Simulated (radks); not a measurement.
Spherical quantum dot in the effective-mass picture: electrons in a hard-walled sphere of radius 1.41, all in effective atomic units (hartree* = m*/eps^2 hartree, bohr* = eps/m* bohr), one dielectric constant everywhere. Method: non-relativistic Kohn-Sham, PBE, spin-polarised, spherical densities; computed with a radial shooting solver with Libxc functionals. Levels are named by radial order and angular momentum (1s, 1p, 1d, 2s, ...), and open shells are averaged over m. Results are scaled to m* = 0.131 and eps = 6, for which hartree* = 99.02 meV and bohr* = 2.424 nm. Each electron was tried in the lowest free levels, single moves between levels near the top were tried too, and the lowest total energy was kept; such a search can miss a lower state. At N = 1 the Hartree and exchange-correlation terms need not cancel, so that row can carry a self-interaction error.

N	open shells	2S	E (meV)	mu = E(N) - E(N-1) (meV)	addition energy mu(N+1) - mu(N) (meV)	e(HOMO) (meV)	rms radius (nm)
1	1s(up 1, down 0)	1	247.139	247.14	119.2	291.68	1.821
2	none	0	613.506	366.37	331.5	410.90	1.856
3	1p(up 1, down 0)	1	1311.41	697.90	89.93	741.99	1.964
4	1p(up 2, down 0)	2	2099.25	787.84	93.21	834.15	2.021
5	1p(up 3, down 0)	3	2980.29	881.04	123.9	928.11	2.058
6	1p(up 3, down 1)	2	3985.19	1004.9	88.26	1048.2	2.087
7	1p(up 3, down 2)	1	5078.35	1093.2	91.34	1138.5	2.110
8	none	0	6262.85	1184.5	384.5	1230.7	2.129
9	1d(up 1, down 0)	1	7831.87	1569.0	87.66	1612.7	2.160
10	1d(up 2, down 0)	2	9488.54	1656.7	88.43	1700.8	2.185
11	1d(up 3, down 0)	3	11233.6	1745.1	88.88	1789.5	2.206
12	1d(up 4, down 0)	4	13067.6	1834.0	89.16	1878.5	2.224
13	1d(up 5, down 0)	5	14990.8	1923.1	116.5	1967.8	2.240
14	1d(up 5, down 1)	4	17030.4	2039.6	86.53	2082.7	2.255
15	1d(up 5, down 2)	3	19156.5	2126.1	87.30	2169.7	2.267
16	1d(up 5, down 3)	2	21370.0	2213.4	87.77	2257.3	2.279
17	1d(up 5, down 4)	1	23671.2	2301.2	88.08	2345.2	2.290
18	none	0	26060.5	2389.3	382.3	2433.4	2.300
19	2s(up 1, down 0)	1	28832.1	2771.6	134.6	2826.1	2.289
20	none	0	31738.3	2906.2	104.4	2959.9	2.278
21	1f(up 1, down 0)	1	34748.9	3010.6	81.86	3053.3	2.292
22	2s(up 1, down 0) 1f(up 3, down 0)	4	37841.3	3092.5	82.24	3131.7	2.326
23	2s(up 1, down 0) 1f(up 4, down 0)	5	41016.0	3174.7	86.01	3217.7	2.336
24	2s(up 1, down 0) 1f(up 5, down 0)	6	44276.8	3260.7	86.09	3303.7	2.346
25	2s(up 1, down 0) 1f(up 6, down 0)	7	47623.6	3346.8	86.14	3389.9	2.355
26	2s(up 1, down 0) 1f(up 7, down 0)	8	51056.5	3432.9	112.2	3476.0	2.364
27	2s(up 1, down 0) 1f(up 7, down 1)	7	54601.7	3545.2	84.67	3587.5	2.372
28	2s(up 1, down 0) 1f(up 7, down 2)	6	58231.5	3629.9	84.90	3672.3	2.379
29	2s(up 1, down 0) 1f(up 7, down 3)	5	61946.3	3714.8	-	3757.3	2.387

All shells are closed at N = 2, 8, 18, 20 (there: 1s2 1p6 1d10 2s2); the second difference of the energy has clear peaks (12 % above both neighbours; the first and last values, which can be the largest, are not judged, and half-filled shells can peak too) at N = 2, 5, 8, 13, 18, 26.
